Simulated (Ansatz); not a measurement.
A run for Ansatz (a first-principles code): U-B3LYP/def2-TZVPP on F (SMILES [F]).

Ansatz 0.2 input:
```yaml
crystal:
  periodic: [false, false, false]
  atoms:
    - {symbol: F, position_ang: [0.00000000, 0.00000000, 0.00000000]}
basis:
  gaussian:
    orbitals: def2-TZVPP
hamiltonian:
  xc: {name: B3LYP}
magnetization: {spin_polarized: true, initial_magnetization: 1}
```

### Question
What total energy does the run end on?

### Answer
-99.7701 hartree.
